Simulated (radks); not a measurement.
The numbers below are computed, except where a source is named.
The strontium ion Sr17+, configuration [Ar] 3d3. Code: a radial shooting solver on a logarithmic mesh with Libxc functionals. Model: scalar-relativistic Kohn-Sham, r2SCAN, spin-unpolarised, spherical densities, finite nucleus; meta-GGA in the generalised Kohn-Sham scheme; Fermi nuclear charge, rms radius 4.224 fm. Some entries of the table are withheld. Estimate them.

orbital,occ.,eigenvalue (hartree),<1/r> (bohr^-1),r(max) (bohr)
1s,2,-608.5871,38.99,(1)
2s,2,-101.2413,8.759,0.1448
2p,6,-92.34951,(2),0.1159
3s,2,-30.82437,(3),(4)
3p,6,-27.87590,(5),0.4069
3d,3,-23.36167,2.897,0.3410

Answer. 
(1) 1s r(max) (bohr): 0.02554
(2) 2p <1/r> (bohr^-1): 8.526
(3) 3s <1/r> (bohr^-1): 3.195
(4) 3s r(max) (bohr): 0.4166
(5) 3p <1/r> (bohr^-1): 3.070
